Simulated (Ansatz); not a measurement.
Cl2H3Si2, SMILES `[SiH3][Si](Cl)Cl` radical, 7 atoms. The species carries charge 0 and has multiplicity 2. All runs use 4 threads of an Intel Xeon 6975P-C on a shared host. Correlated methods freeze the cores. Open-shell runs search over several starts.

Task: Give the basis size and wall time and peak host memory of each of these runs in Ansatz. UKS PBE0-D4/def2-TZVP relaxation (6 steps); UKS PBE0-D4/def2-TZVP frequencies; UKS LC-ωPBE/def2-TZVPP energy; UHF-MP2/def2-QZVPP energy; UHF-CCSD(T)/def2-TZVPP energy; UKS PBE0-D4/def2-SVP energy; UKS ωB97M-V/def2-QZVPP energy; UKS CAM-B3LYP-D4/def2-TZVPP energy; UKS r2SCAN-D4/def2-TZVPP energy and forces; UKS PBE0-D4/def2-QZVPP energy; direct RPA on PBE orbitals/def2-TZVPP energy; UHF-CCSD(T)/def2-SVP energy. (An estimate is asked.)

Result: Computed: Other jobs shared the machine, so times are rough.

```
                                level                   job  functions  wall time  peak host memory (GiB)
                 UKS PBE0-D4/def2-SVP                energy         87      0.8 s                    0.42
               UKS LC-ωPBE/def2-TZVPP                energy        210      1.8 s                    0.47
                 UHF-CCSD(T)/def2-SVP                energy         87      2.1 s                    0.43
direct RPA on PBE orbitals/def2-TZVPP                energy        210      2.3 s                     0.5
          UKS CAM-B3LYP-D4/def2-TZVPP                energy        210      2.9 s                    0.91
             UKS r2SCAN-D4/def2-TZVPP     energy and forces        210        3 s                     0.4
               UKS PBE0-D4/def2-QZVPP                energy        370      7.5 s                     1.8
                   UHF-MP2/def2-QZVPP                energy        370        9 s                     1.8
                UKS PBE0-D4/def2-TZVP  relaxation (6 steps)        166       13 s                    0.61
               UKS ωB97M-V/def2-QZVPP                energy        370       15 s                     2.2
               UHF-CCSD(T)/def2-TZVPP                energy        210       50 s                     7.1
                UKS PBE0-D4/def2-TZVP           frequencies        166       52 s                    0.61
```

LC-ωPBE has ω = 0.4 bohr⁻¹.
